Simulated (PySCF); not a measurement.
# Basis-set dependence of population analyses: 4-pyridine carbaldehyde

Species: 4-pyridine carbaldehyde, C6H5NO.
Structure used (PBE0-D3(BJ)/def2-SVP), in Å, numbered top down from 1:
```
atom  x, y, z in Å
O1     2.8435    0.9392    0.0689
C2     2.1632   -0.0464   -0.0445
C3     0.6777   -0.0353   -0.0414
C4    -0.0468   -1.2221   -0.1512
C5    -1.4401   -1.1514   -0.1357
N6    -2.1096   -0.0085   -0.0246
C7    -1.4122    1.1231    0.0778
C8    -0.0215    1.1684    0.0762
H9     2.6224   -1.0615   -0.1592
H10    0.4641   -2.1846   -0.2446
H11   -2.0408   -2.0646   -0.2165
H12   -1.9948    2.0471    0.1664
H13    0.5302    2.1070    0.1624
```

PBE0 throughout (PySCF), one geometry, spherical d and f functions. The structure is a single PBE0-D3(BJ)/def2-SVP conformer in the gas phase; no vibrational or solvent corrections. Atoms taken as equivalent share a column and are averaged. The first 7 of 9 kinds of atom are listed.

Mulliken charges (e):

```json
{"basis": "STO-3G", "functions": "45", "O1": "-0.169", "C2": "+0.095", "C3": "-0.020", "C4/C8": "-0.081", "C5/C7": "+0.008", "N6": "-0.227", "H9": "+0.065"}
{"basis": "pcSseg-0", "functions": "82", "O1": "-0.448", "C2": "+0.328", "C3": "-0.302", "C4/C8": "-0.198", "C5/C7": "+0.103", "N6": "-0.641", "H9": "+0.216"}
{"basis": "6-31G", "functions": "82", "O1": "-0.370", "C2": "+0.184", "C3": "-0.032", "C4/C8": "-0.154", "C5/C7": "-0.021", "N6": "-0.379", "H9": "+0.147"}
{"basis": "6-31G*", "functions": "122", "O1": "-0.372", "C2": "+0.196", "C3": "+0.046", "C4/C8": "-0.206", "C5/C7": "-0.002", "N6": "-0.370", "H9": "+0.138"}
{"basis": "cc-pVDZ", "functions": "137", "O1": "-0.190", "C2": "+0.232", "C3": "-0.095", "C4/C8": "-0.047", "C5/C7": "+0.125", "N6": "-0.213", "H9": "+0.004"}
{"basis": "def2-SVP", "functions": "137", "O1": "-0.198", "C2": "+0.210", "C3": "-0.081", "C4/C8": "-0.035", "C5/C7": "+0.059", "N6": "-0.163", "H9": "+0.013"}
{"basis": "pcSseg-1", "functions": "161", "O1": "-0.341", "C2": "+0.379", "C3": "-0.294", "C4/C8": "-0.093", "C5/C7": "+0.164", "N6": "-0.400", "H9": "+0.074"}
{"basis": "aug-cc-pVDZ", "functions": "229", "O1": "-0.595", "C2": "+0.896", "C3": "+0.839", "C4/C8": "+1.079", "C5/C7": "-0.127", "N6": "-0.440", "H9": "-0.332"}
{"basis": "6-311+G(2d,p)", "functions": "246", "O1": "-0.377", "C2": "-0.065", "C3": "+0.637", "C4/C8": "-0.158", "C5/C7": "-0.134", "N6": "-0.253", "H9": "+0.112"}
{"basis": "def2-TZVP", "functions": "278", "O1": "-0.263", "C2": "+0.068", "C3": "+0.059", "C4/C8": "-0.106", "C5/C7": "-0.051", "N6": "-0.190", "H9": "+0.081"}
{"basis": "cc-pVTZ", "functions": "310", "O1": "-0.241", "C2": "+0.137", "C3": "+0.029", "C4/C8": "-0.131", "C5/C7": "-0.052", "N6": "-0.149", "H9": "+0.057"}
{"basis": "IGLO-III", "functions": "330", "O1": "-0.378", "C2": "+0.207", "C3": "+0.131", "C4/C8": "-0.111", "C5/C7": "+0.032", "N6": "-0.336", "H9": "+0.064"}
```

IAO charges (e):

```tsv
basis	functions	O1	C2	C3	C4/C8	C5/C7	N6	H9
STO-3G	45	-0.164	+0.079	-0.050	-0.135	-0.056	-0.170	+0.096
pcSseg-0	82	-0.340	+0.216	-0.046	-0.154	-0.024	-0.238	+0.105
6-31G	82	-0.352	+0.211	-0.034	-0.158	-0.030	-0.241	+0.112
6-31G*	122	-0.372	+0.253	-0.037	-0.155	-0.005	-0.258	+0.096
cc-pVDZ	137	-0.365	+0.249	-0.036	-0.159	-0.007	-0.253	+0.096
def2-SVP	137	-0.365	+0.251	-0.037	-0.155	-0.005	-0.251	+0.093
pcSseg-1	161	-0.378	+0.257	-0.040	-0.160	-0.006	-0.259	+0.100
aug-cc-pVDZ	229	-0.385	+0.257	-0.035	-0.162	-0.007	-0.264	+0.102
6-311+G(2d,p)	246	-0.386	+0.258	-0.036	-0.162	-0.006	-0.266	+0.102
def2-TZVP	278	-0.385	+0.260	-0.036	-0.162	-0.005	-0.264	+0.101
cc-pVTZ	310	-0.382	+0.258	-0.036	-0.162	-0.006	-0.262	+0.100
IGLO-III	330	-0.386	+0.258	-0.036	-0.163	-0.006	-0.266	+0.102
```

Hirshfeld charges (e):

| basis | functions | O1 | C2 | C3 | C4/C8 | C5/C7 | N6 | H9 |
| --- | --- | --- | --- | --- | --- | --- | --- | --- |
| STO-3G | 45 | -0.124 | +0.100 | -0.007 | -0.021 | +0.040 | -0.164 | +0.011 |
| pcSseg-0 | 82 | -0.198 | +0.126 | -0.009 | -0.039 | +0.023 | -0.144 | +0.040 |
| 6-31G | 82 | -0.213 | +0.128 | -0.005 | -0.037 | +0.023 | -0.162 | +0.042 |
| 6-31G* | 122 | -0.215 | +0.129 | -0.001 | -0.036 | +0.024 | -0.160 | +0.041 |
| cc-pVDZ | 137 | -0.197 | +0.123 | -0.006 | -0.040 | +0.021 | -0.138 | +0.039 |
| def2-SVP | 137 | -0.204 | +0.128 | -0.005 | -0.040 | +0.023 | -0.144 | +0.040 |
| pcSseg-1 | 161 | -0.210 | +0.128 | -0.008 | -0.040 | +0.023 | -0.151 | +0.046 |
| aug-cc-pVDZ | 229 | -0.213 | +0.125 | -0.009 | -0.041 | +0.019 | -0.154 | +0.048 |
| 6-311+G(2d,p) | 246 | -0.216 | +0.126 | -0.011 | -0.039 | +0.020 | -0.156 | +0.049 |
| def2-TZVP | 278 | -0.213 | +0.125 | -0.007 | -0.039 | +0.020 | -0.152 | +0.047 |
| cc-pVTZ | 310 | -0.210 | +0.125 | -0.006 | -0.040 | +0.020 | -0.149 | +0.045 |
| IGLO-III | 330 | -0.213 | +0.124 | -0.008 | -0.040 | +0.019 | -0.153 | +0.048 |

ESP-fitted charges (e):

| basis | functions | O1 | C2 | C3 | C4/C8 | C5/C7 | N6 | H9 |
| --- | --- | --- | --- | --- | --- | --- | --- | --- |
| STO-3G | 45 | -0.239 | +0.163 | +0.471 | -0.556 | +0.534 | -0.652 | +0.012 |
| pcSseg-0 | 82 | -0.436 | +0.349 | +0.485 | -0.710 | +0.652 | -0.819 | +0.033 |
| 6-31G | 82 | -0.437 | +0.356 | +0.479 | -0.669 | +0.619 | -0.784 | +0.016 |
| 6-31G* | 122 | -0.372 | +0.252 | +0.476 | -0.613 | +0.501 | -0.659 | +0.032 |
| cc-pVDZ | 137 | -0.361 | +0.257 | +0.439 | -0.588 | +0.477 | -0.623 | +0.030 |
| def2-SVP | 137 | -0.382 | +0.280 | +0.464 | -0.619 | +0.533 | -0.677 | +0.027 |
| pcSseg-1 | 161 | -0.400 | +0.278 | +0.504 | -0.674 | +0.567 | -0.723 | +0.041 |
| aug-cc-pVDZ | 229 | -0.405 | +0.271 | +0.542 | -0.679 | +0.559 | -0.709 | +0.036 |
| 6-311+G(2d,p) | 246 | -0.397 | +0.237 | +0.561 | -0.676 | +0.537 | -0.698 | +0.047 |
| def2-TZVP | 278 | -0.391 | +0.242 | +0.541 | -0.660 | +0.531 | -0.686 | +0.043 |
| cc-pVTZ | 310 | -0.381 | +0.234 | +0.524 | -0.643 | +0.518 | -0.671 | +0.043 |
| IGLO-III | 330 | -0.395 | +0.238 | +0.556 | -0.668 | +0.543 | -0.700 | +0.045 |

Some averages cover members that differ in this geometry, most widely: C4/C8, Mulliken in 6-311+G(2d,p) -0.321 to +0.005; C4/C8, ESP-fitted in pcSseg-0 -0.818 to -0.603; C4/C8, ESP-fitted in 6-31G -0.762 to -0.576; C4/C8, ESP-fitted in STO-3G -0.636 to -0.475 e.

**Question.** Which scheme is steadiest as the basis changes?

**Answer.** Largest range over the bases for any column: Hirshfeld 0.09 e, ESP-fitted 0.20 e, IAO 0.22 e, Mulliken 1.28 e. Hirshfeld charges move least and Mulliken charges most, counted in e. Without the minimal STO-3G basis the ranges are Hirshfeld 0.02, ESP-fitted 0.20, IAO 0.05, Mulliken 1.28 e.

**Question.** How much do the charges still move between the two largest bases, cc-pVTZ and IGLO-III?

**Answer.** At most, over all atoms: Mulliken 0.186 e, IAO 0.004 e, Hirshfeld 0.005 e, ESP-fitted 0.032 e.

**Question.** What do the same runs give for the total energy, the frontier levels and the dipole moment?

**Answer.** 
```tsv
basis	energy (Eh)	HOMO (eV)	LUMO (eV)	μ (D)
STO-3G	-356.6163	-4.86	0.62	1.24
pcSseg-0	-360.3519	-7.52	-2.47	1.87
6-31G	-361.0771	-7.40	-2.24	1.78
6-31G*	-361.1846	-7.52	-2.11	1.64
cc-pVDZ	-361.2172	-7.57	-2.20	1.59
def2-SVP	-360.9272	-7.63	-2.31	1.64
pcSseg-1	-361.1482	-7.80	-2.44	1.76
aug-cc-pVDZ	-361.2366	-7.78	-2.48	1.76
6-311+G(2d,p)	-361.2896	-7.83	-2.49	1.77
def2-TZVP	-361.3204	-7.77	-2.44	1.74
cc-pVTZ	-361.3089	-7.73	-2.38	1.71
IGLO-III	-361.3256	-7.81	-2.48	1.76
```

The dipole is fixed by the density alone, so its range of 0.63 D shows that the density itself changes with the basis, not only its division among atoms.
